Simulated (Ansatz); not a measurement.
```yaml
crystal:
  periodic: [true, true, true]
  atoms:
    - {symbol: C, position_ang: [0.740346, 0.365187, 2.301219]}
    - {symbol: C, position_ang: [0.421577, 1.331426, 1.169427]}
    - {symbol: C, position_ang: [-0.395407, 2.523850, 1.663994]}
    - {symbol: P, position_ang: [-0.328265, 0.639064, -0.400374]}
    - {symbol: C, position_ang: [-1.474455, -0.702333, 0.206070]}
    - {symbol: C, position_ang: [-2.572655, -0.096263, 1.073717]}
    - {symbol: C, position_ang: [-2.120889, -1.434568, -0.964857]}
    - {symbol: C, position_ang: [1.098914, -0.303109, -1.223040]}
    - {symbol: C, position_ang: [0.736114, -0.411469, -2.707426]}
    - {symbol: C, position_ang: [2.367197, 0.542773, -1.129401]}
    - {symbol: C, position_ang: [1.390744, -1.693435, -0.669285]}
    - {symbol: H, position_ang: [-0.155927, -0.129480, 2.682114]}
    - {symbol: H, position_ang: [1.441996, -0.412179, 1.996406]}
    - {symbol: H, position_ang: [1.192278, 0.903428, 3.140928]}
    - {symbol: H, position_ang: [1.366881, 1.748223, 0.809089]}
    - {symbol: H, position_ang: [-1.361479, 2.225703, 2.074551]}
    - {symbol: H, position_ang: [0.147950, 3.047615, 2.456872]}
    - {symbol: H, position_ang: [-0.587050, 3.232243, 0.855764]}
    - {symbol: H, position_ang: [-0.910035, -1.423602, 0.807114]}
    - {symbol: H, position_ang: [-2.193629, 0.307062, 2.012201]}
    - {symbol: H, position_ang: [-3.315122, -0.861092, 1.321447]}
    - {symbol: H, position_ang: [-3.089758, 0.710233, 0.545704]}
    - {symbol: H, position_ang: [-1.407185, -2.012211, -1.551846]}
    - {symbol: H, position_ang: [-2.616471, -0.729984, -1.639008]}
    - {symbol: H, position_ang: [-2.879040, -2.131629, -0.594648]}
    - {symbol: H, position_ang: [1.541428, -0.921068, -3.248271]}
    - {symbol: H, position_ang: [0.601038, 0.578722, -3.147935]}
    - {symbol: H, position_ang: [-0.183450, -0.973057, -2.875313]}
    - {symbol: H, position_ang: [3.123835, 0.136110, -1.808607]}
    - {symbol: H, position_ang: [2.185408, 1.580831, -1.423539]}
    - {symbol: H, position_ang: [2.794887, 0.539021, -0.124829]}
    - {symbol: H, position_ang: [1.679412, -1.666968, 0.382339]}
    - {symbol: H, position_ang: [2.222292, -2.141139, -1.225517]}
    - {symbol: H, position_ang: [0.538518, -2.367904, -0.765093]}
basis:
  gaussian: {orbitals: "6-31++G**"}
hamiltonian: {xc: {name: PBEsol}}
output: {forces: true}
```

```sh
$ ansatz run in.yaml --threads 11 --pin off --events-out ev --progress --plain --max-ram 166912MiB --backend cuda --devices 0, --max-vram 75GiB
```

Output, abridged:

```
Error: YAML parse error: error: line 2 column 3: crystal: missing field `lattice` (a structure is typed as `lattice` and `atoms`, a molecule's as `atoms` in Å alone, or read from a run's directory, `checkpoint`)
 --> <input>:2:3
1 | crystal:
2 |   periodic: [true, true, true]
3 |   atoms:
4 |     - {symbol: C, position_ang: [0.740346, 0.365187, 2.301219]}
```

Task: What is wrong with this run?

Result: The molecule is marked periodic without a cell. The program refused the input.
